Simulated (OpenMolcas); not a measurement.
**Predicting a hybrid from its neighbours: Si2NH6F**

Si2NH6F has 10 atoms, charge 0, and is taken as a singlet. SMILES: `F[SiH2]N[SiH3]`. Geometry: relaxed at PBE0-D4/def2-TZVP. This is one conformer, not always the lowest.

The vertical energy of the triplet above the singlet y, in eV, basis cc-pVDZ; a is the functional's share of exact exchange. Programs: OpenMolcas 26.06.

| functional | program | a | y (eV) |
| --- | --- | --- | --- |
| PBE | OpenMolcas | 0 | 6.07 |
| TPSS | OpenMolcas | 0 | 6.27 |
| B3LYP | OpenMolcas | 0.2 | ? |
| PBE0 | OpenMolcas | 0.25 | 6.44 |
| BHLYP | OpenMolcas | 0.5 | 6.74 |

Task: Fit y = c + s·a to the known rows and predict B3LYP.

Result: 
1. Means of the 4 rows: a = 0.1875, y = 6.380.
2. Σ(Δa)² = 0.17188, Σ(Δa·Δy) = 0.195, so the slope is 0.195/0.17188 = 1.1345.
3. Intercept: 6.380 − (1.1345) × 0.1875 = 6.167. The largest residual of the fit is 0.10.
4. B3LYP: 6.167 + (1.1345) × 0.2 = 6.39 eV.

The run gave 6.44 eV, so the prediction is off by -0.05 eV, within the largest residual. The rows mix families of semi-local functionals, which the line can't see.
